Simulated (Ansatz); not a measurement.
Program: Ansatz. Geometries: PBE0-D4/def2-TZVP. ΔE: electronic, gas phase. CCSD(T)/CBS adds triple-zeta CCSD(T) − MP2 to the extrapolated MP2 energy (def2 sets, frozen cores). This one scheme is used for every species. Functionals use def2-TZVPP. HSE06 is defined as in plane-wave codes. For Ga outer-core shells are correlated without core-valence functions, which leaves a few kJ/mol of doubt a bond. Scalar relativity is left out up to krypton.

`[CH3][GaH2]` + PH₃ → `[PH2][GaH2]` + CH₄  (ligand exchange at a Ga–C bond)

`[CH3][GaH2]`:

Cartesian coordinates in Å:
```
C -0.716 -0.146 -0.533
Ga 0.844 0.200 0.611
H -1.304 -0.960 -0.093
H -1.368 0.724 -0.623
H -0.413 -0.475 -1.529
H 2.104 -0.742 0.535
H 0.853 1.398 1.632
```

PH₃:

Z-matrix (Å, degrees):
```
P
H 1 1.420
H 1 1.420 2 93.1
H 1 1.420 2 93.1 3 93.3
```

`[PH2][GaH2]`:

Cartesian coordinates in Å:
```
P -0.208 0.973 -0.979
Ga 0.475 -0.324 0.804
H -1.596 0.846 -0.712
H -0.159 -0.075 -1.933
H 1.680 -1.311 0.613
H -0.193 -0.109 2.206
```

CH₄:

Z-matrix (Å, degrees):
```
C
H 1 1.090
H 1 1.090 2 109.5
H 1 1.090 2 109.5 3 -120.0
H 1 1.090 2 109.5 3 120.0
```

```
           level  ΔE (eV)
       revPBE-D4    -0.75
         BLYP-D4    -0.72
       r2SCAN-D4    -0.75
         ωB97X-V    -0.67
        PBE-QIDH    -0.71
           HSE06    -0.74
CCSD(T)/def2-SVP    -0.67
  MP2/def2-QZVPP    -0.68
```

Task: What does CCSD(T)/CBS give? (Estimate.)

Result: Computed: -0.68 eV. The listed levels differ from it by -0.07, -0.04, -0.07, 0.01, -0.03, -0.06, 0.01, 0.00 eV.

Largest T1 diagnostic among the species: 0.014.

Leaving LDA and LC-ωPBE aside and taking each functional with its dispersion term where it has one, the values, not all of them listed here, spread over 0.10 eV, from PBE-D4 to ωB97M-V.
